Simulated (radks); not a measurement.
Numerical settings for neutral terbium, [Xe] 4f9 6s2. All-electron calculation, scalar-relativistic Kohn-Sham, LDA (Slater exchange, Perdew-Wang correlation), spin-polarised, spherical densities, finite nucleus; open shells are filled with parallel spins first (spin-orbit coupling, left out, can overturn this in heavy ions); Fermi nuclear charge, rms radius 5.06 fm. Program: a radial shooting solver on a logarithmic mesh with Libxc functionals. The defaults (mesh step 0.008 in ln r, mesh end at 40 bohr or more with all orbitals vanishing there, Anderson mixing 0.5 over 9 steps, residual threshold near 1e-9 with the energy settled to 1e-9 hartree or 1e-11 of itself, here a cap of 88 iterations) give E = -11700.4548 hartree and 4f at -1.187 eV in 15 iterations. Run on one thread of a shared host, so times are rough (Arm Neoverse N1): 0.35 s of CPU time, 0.35 s wall, 15 iterations on 2440 mesh points. Changes against that run (0 stands for a change within the tolerance of the run):

setting,iterations,converged,E (mhartree),e(4f) (meV),CPU (s)
mesh step in ln r 0.003,15,yes,0,0,0.89
mesh step in ln r 0.005,15,yes,0,0,0.55
mesh step in ln r 0.012,15,yes,0,0,0.24
mesh end (bohr) 8,16,yes,+16.8,+654,0.33
mesh end (bohr) 1,13,level above zero,+3.47e+05,+4.04e+05,0.23
residual threshold 0.001,11,yes,0,-0.251,0.28
residual threshold 0.01,11,yes,0,-0.251,0.28
mixing 1,13,yes,0,0,0.31
"linear mixing, mixing 0.05",88,no,-0.00129,-44.6,1.7
"linear mixing, mixing 0.8",88,no,+7.1e+04,-610,3.8
mixing history 20,23,yes,0,0,0.47
iteration cap 5,5,no,+0.886,-141,0.14

Settled on a wrong energy, with an occupied level pushed above zero by the early mesh end: mesh end (bohr) 1 (+347 hartree). Apart from these: settings that end as converged yet miss the energy by more than 1 mhartree: mesh end (bohr) 8 (+0.0168 hartree). A mesh that ends early acts as a hard wall.
